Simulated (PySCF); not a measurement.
A side-by-side comparison of computed properties.

First species: C₃H₇FSi.
Cartesian coordinates in Å at the PBE0-D3(BJ)/def2-SVP level; atoms count from 1:
```xyz
12
C3H7FSi angstrom
C      1.546    0.521   -0.879
Si     0.549   -0.217    0.515
C     -1.099   -0.988    0.089
C     -1.211    0.387    0.742
F     -1.700    1.378   -0.068
H      0.859    1.077   -1.536
H      2.300    1.226   -0.498
H      2.058   -0.250   -1.474
H      1.288   -0.716    1.704
H     -1.360   -0.990   -0.978
H     -1.529   -1.840    0.628
H     -1.691    0.413    1.730
```

Second species: Ethyl butanoate, C₆H₁₂O₂.
Atom-mapped SMILES: `[CH3:1][CH2:2][CH2:3][C:4](=[O:5])[O:6][CH2:7][CH3:8]` (hydrogens: H9, H10, H11 on C1; H12, H13 on C2; H14, H15 on C3; H16, H17 on C7; H18, H19, H20 on C8)

Levels: CAM-B3LYP/def2-SVPD for dipole moment, HOMO energy, LUMO energy, HOMO–LUMO gap, static isotropic polarisability and electronic spatial extent ⟨r²⟩ about the centre of nuclear charge; TDDFT CAM-B3LYP/def2-SVPD for lowest singlet excitation; TDA CAM-B3LYP/def2-SVPD for lowest triplet excitation (Tamm–Dancoff); ΔSCF CAM-B3LYP/def2-SVPD for vertical ionisation energy; PBE0-D3(BJ)/def2-SVP for rotational constant A and rotational constant C. Geometries: PBE0-D3(BJ)/def2-SVP. Each species is one conformer at its optimised geometry, gas phase, non-relativistic unless stated; the electronic structure was computed with PySCF and density fitting.

Dipoles, sizes and rotational constants follow the conformer. The torsions of the flexible species, by atom-mapped SMILES:
- `[CH3:1][CH2:2][CH2:3][C:4](=[O:5])[O:6][CH2:7][CH3:8]`: C1–C2–C3–C4 178°, C2–C3–C4–O5 -89°, C3–C4–O6–C7 -178°, C4–O6–C7–C8 -83°

| property | column X | column Y |
| --- | --- | --- |
| dipole moment | 1.89 D | 1.97 D |
| HOMO energy | -9.39 eV | -8.12 eV |
| LUMO energy | 1.22 eV | 1.12 eV |
| HOMO–LUMO gap | 10.61 eV | 9.24 eV |
| lowest singlet excitation | 5.89 eV | 6.15 eV |
| lowest triplet excitation (Tamm–Dancoff) | 5.39 eV | 5.24 eV |
| static isotropic polarisability | 81.2 au | 63.6 au |
| vertical ionisation energy | 10.19 eV | 8.99 eV |
| electronic spatial extent ⟨r²⟩ about the centre of nuclear charge | 1462 bohr² | 562 bohr² |
| rotational constant A | 5.555 GHz | 5.964 GHz |
| rotational constant C | 0.842 GHz | 2.438 GHz |

(1) Which column belongs to which species?

(2) How does each property change from the first species to the second?

Answers

(1) Column X is the second species and column Y the first. The first has 12 atoms and 48 electrons, the second 20 and 64.

(2) dipole moment -0.08 D; HOMO energy -1.27 eV; LUMO energy +0.10 eV; HOMO–LUMO gap +1.37 eV; lowest singlet excitation -0.26 eV; lowest triplet excitation (Tamm–Dancoff) +0.15 eV; static isotropic polarisability +17.6 au; vertical ionisation energy +1.20 eV; electronic spatial extent ⟨r²⟩ about the centre of nuclear charge +900 bohr²; rotational constant A -0.409 GHz; rotational constant C -1.596 GHz.

On the first: The ΔSCF ionisation energy exceeds −ε(HOMO) by 0.87 eV with CAM-B3LYP. In wavenumbers S1 is 49600 cm⁻¹ (1 eV = 8065.54 cm⁻¹).

On the second: S1 lies 4.72 eV below the HOMO–LUMO gap; its leading configuration is HOMO→LUMO+1, weight 0.60, beside HOMO→LUMO, weight 0.31. The vertical singlet–triplet gap S1 − T1 is 0.50 eV (TDDFT singlet less Tamm–Dancoff triplet; S1: HOMO→LUMO+1, weight 0.60, beside HOMO→LUMO, weight 0.31; T1: HOMO→LUMO+1, weight 0.60).
